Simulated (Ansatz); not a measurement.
This geometry of Cl4Si + FH (7 atoms, charge 0, multiplicity 1) is a first-order saddle point.

Method: RKS PBE0-D4/def2-SVP in Ansatz.

```xyz
7
Properties=species:S:1:pos:R:3
Si -0.283 0.000 -0.067
Cl 0.087 0.000 2.335
Cl 1.774 -0.001 -0.300
Cl -0.768 1.759 -0.994
Cl -0.769 -1.759 -0.994
F -1.881 0.000 0.793
H -1.306 0.000 1.880
```

(1) Which two structures does it join? (They come from a converged band through this point; their orientation in space is the band's.)

(2) How far does it lie above each of them?

Results:

(1) Bonds broken: Si1–Cl2, F6–H7. Bonds formed: Si1–F6, Cl2–H7. Cl4Si + FH becomes Cl3FSi + ClH.

Initial state:

```xyz
7
Properties=species:S:1:pos:R:3
Si 0.317 0.000 -0.110
Cl 0.281 0.000 1.948
Cl 2.270 -0.001 -0.679
Cl -0.589 1.674 -0.804
Cl -0.591 -1.673 -0.804
F -2.745 -0.001 1.226
H -2.086 0.000 1.875
```

Final state:

```xyz
7
Properties=species:S:1:pos:R:3
Si -0.414 0.000 -0.667
Cl -0.242 -0.001 3.614
Cl 1.459 0.000 0.094
Cl -0.759 1.670 -1.756
Cl -0.760 -1.669 -1.756
F -1.453 0.000 0.570
H -0.974 0.000 2.554
```

(2) 26.8 kcal/mol above the first and 36.1 kcal/mol above the second. This is the barrier of this one path; another mechanism may lie lower. The orbitals stay closed-shell, which can raise the energy where a bond breaks towards radicals; this wasn't checked here.

The run took 94 s on 4 threads of Arm Neoverse V2, on a shared host, peak memory 0.29 GiB.
